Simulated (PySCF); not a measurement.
Ir²⁺: excitation energy

Ir²⁺ [Xe] 4f14 5d7 (4F) → Ir²⁺ [Xe] 4f14 5d6 6p1 (high-spin determinant), as a difference of total energies. Computed with PySCF 2.14 in x2c-TZVPPall with one added diffuse shell each of s, p, d, f type (12s8p8d4f1g, 113 functions), with the spin-free X2C one-electron Hamiltonian (Gaussian nucleus). Correlated levels: valence: [Xe] 4f14 frozen. The calculations carry no spin-orbit coupling.

| method | excitation energy (eV) |
| --- | --- |
| UHF | 8.702 |
| MP2 (valence) | 9.410 |
| SCS-MP2 (valence) | 9.814 |
| CCSD (valence) | 9.336 |
| CCSD(T) (valence) | 9.340 |

**Question.** How much does correlation contribute at CCSD(T) (valence)?

**Answer.** 9.340 − (8.702) = 0.638 eV, measured against UHF.

A first-order spin-orbit estimate (lowest level to lowest level, LS coupling) adds 0.678 eV.

The determinant of the upper state mixes LS terms, which raises its energy above the lowest term, most at the Hartree-Fock and MP2 levels.
